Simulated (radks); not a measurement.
Q: The mean radii <r> (bohr) of the occupied orbitals of an atom or ion are listed with their occupations. Calculated with a radial shooting solver on a logarithmic mesh with Libxc functionals: scalar-relativistic Kohn-Sham, LDA (Slater exchange, VWN5 correlation), spin-polarised, spherical densities, finite nucleus; Fermi nuclear charge, rms radius of each element as measured or else 0.836 A^(1/3) + 0.57 fm.

orbital  occ.      <r>
1s up       1  0.02076
1s down     1  0.02076
2s up       1  0.08816
2s down     1  0.08816
2p up       3  0.07809
2p down     3  0.07809
3s up       1   0.2302
3s down     1   0.2300
3p up       3   0.2291
3p down     3   0.2289
3d up       5   0.2080
3d down     5   0.2078
4s up       1   0.5179
4s down     1   0.5179
4p up       3   0.5483
4p down     3   0.5483
4d up       5   0.5911
4d down     5   0.5908
5s up       1    1.176
5s down     1    1.182
5p up       3    1.310
4f up       7   0.7134
4f down     2   0.7147

Name the element and its charge. Open shells, if any, are filled with parallel spins first.

A: Z = 67, holmium, charge +7: Ho7+ in [Kr] 4d10 4f9 5s2 5p3. The 1s radius gives Z: for a bare nucleus <r> = (2 gamma + 1)/(2Z) with gamma = sqrt(1 - (Z/c)^2), 0.02048 bohr for Z = 67, and screening makes it slightly larger (0.02076 here). The occupations add up to 60, and the charge is Z minus that.
